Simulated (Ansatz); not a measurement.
Consider the ligand exchange at a B–C bond: `N#CB(F)F` + HCl → `FB(F)Cl` + `C#N`.

Computed with Ansatz on PBE0-D4/def2-TZVP structures; ΔE is electronic, products minus reactants. CBS: MP2 limit from def2 TZ/QZ plus the TZ coupled-cluster correction, frozen cores. This one scheme is used for every species. Functionals use def2-TZVPP.

```csv
level,ΔE (kcal/mol)
LDA (SPW92),-11.2
CCSD(T)/def2-SVP,-12.3
```

**Question.** What does CCSD(T)/CBS give? (Best estimate.)

**Answer.** Computed: -11.1 kcal/mol. The listed levels differ from it by -0.1, -1.2 kcal/mol.

Largest T1 diagnostic among the species: 0.014.

From BLYP to BHLYP (50 % exact exchange), in def2-TZVPP and without D4, ΔE moves by −1.0 kcal/mol. Leaving LDA and LC-ωPBE aside and taking each functional with its dispersion term where it has one, the values, not all of them listed here, spread over 1.7 kcal/mol, from r2SCAN0-D4 to BLYP-D4.
